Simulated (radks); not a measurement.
The numbers below are computed, except where a source is named.
Species: Nd II. Configuration: [Xe] 4f4 6s1 (the NIST ground configuration). Code: a radial shooting solver on a logarithmic mesh with Libxc functionals. Model: scalar-relativistic Kohn-Sham, LDA (Slater exchange, Perdew-Wang correlation), spin-polarised, spherical densities, finite nucleus; open shells are filled with parallel spins first (spin-orbit coupling, left out, can overturn this in heavy ions); Fermi nuclear charge, rms radius 4.9123 fm.

Normalised radial functions P(r) = r R(r), r in bohr:

```
   r/bohr * 6s up, o 4f down (the largest magnitude, 0.932, reaches the edge; | marks zero, & curves that meet)
 0.002448                             o*
 0.003862                             o*
 0.006142                             o*
 0.009691                             o *
  0.01541                             o*
  0.02432                             o*
  0.03867                            *o
  0.06102                           * o
  0.09627                            *|o
   0.1531                             |  *o
   0.2416                             |  *       o
   0.3842                         *   |                    o
   0.6062                          *  |                          o
   0.9641                             |      *                o
    1.521                             |   *           o
      2.4                  *          |       o
    3.817            *                |  o
    6.022                     *       |o
    9.578                            *o
```

6s up: eigenvalue -8.772 eV, 5 radial nodes at r = 0.0290, 0.115, 0.300, 0.701, 1.76 bohr, <r> = 3.93 bohr, 90 % of the charge inside 5.65 bohr. 4f down (empty): eigenvalue -6.275 eV, 0 radial nodes, <r> = 1.15 bohr, 90 % of the charge inside 2.08 bohr.
